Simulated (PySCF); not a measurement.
These compounds are isomers of formula C6H9ClOSi.

A. SMILES C1=C[C@@H](C=O)[Si@@H](Cl)CC1
B. SMILES CC1=C(C[SiH2]Cl)C(=O)C1
C. `[SiH3]OC1=CCC/C1=C\Cl`

Spectrum 1. 1H NMR (500 MHz, computed): δ 5.10 (t, 2H), 3.10 (s, 2H), 2.40 (s, 3H), 1.89 (t, 2H). 13C{1H} NMR (computed): δ 189.9 (C), 179.2 (C), 148.6 (C), 54.7 (CH2), 18.3 (CH3), 15.9 (CH2).

Spectrum 2. 1H NMR (500 MHz, computed): δ 6.33 (s, 1H), 5.17 (t, 1H), 5.03 (s, 3H), 2.74 (m, 2H), 2.63 (m, 2H). 13C{1H} NMR (computed): δ 160.7 (C), 151.2 (C), 122.1 (CH), 116.0 (CH), 29.6 (CH2), 29.6 (CH2).

Spectrum 3. 1H NMR (500 MHz, computed): δ 10.07 (d, 1H), 6.80 (m, 1H), 6.48 (m, 1H), 5.58 (m, 1H), 2.97 (m, 1H), 2.49 (m, 1H), 1.79 (m, 1H), 1.40 (m, 1H), 0.84 (m, 1H). 13C{1H} NMR (computed): δ 198.6 (CH), 139.8 (CH), 132.2 (CH), 52.7 (CH), 25.4 (CH2), 18.7 (CH2).

All values are calculated (PySCF): GFN2-xTB geometry, shieldings: GIAO PBE0/pcSseg-1. A single conformation, rapidly exchanging positions averaged, gas phase, non-relativistic Hamiltonian.

δ = σ(ref) − σ, references computed at the same level: 1H, 13C vs TMS. Where no couplings were computed, multiplicities follow the n + 1 count of equivalent neighbours, and m marks all less simple cases (inequivalent or close neighbours, rings, F or P nearby). Shifts are as computed. Against solution values, carbons near 30 ppm lie about +3 ppm off and those near 130 ppm about +5 ppm; carbons on Cl a further +6 ppm. Of 1309 compounds with measured shifts, 239 miss one by over three times the rms of a fit or turn the order of signals round; such compounds aren't used in these exercises. Carbons bonded to Cl come out too deshielded.

Which spectrum belongs to which compound?

## Answers

1–B, 2–C, 3–A.

- Spectrum 1 (B): 6 13C signals; δC 189.9 is a ketone carbonyl carbon; δC 179.2 is a β carbon of a C=C–C=O unit.
- Spectrum 2 (C): 6 13C signals; δC 160.7 is an alkene carbon bearing oxygen; δC 151.2 is a fully substituted alkene carbon.
- Spectrum 3 (A): 6 13C signals; δC 198.6 is an aldehyde carbonyl carbon; δC 139.8 is an alkene CH.
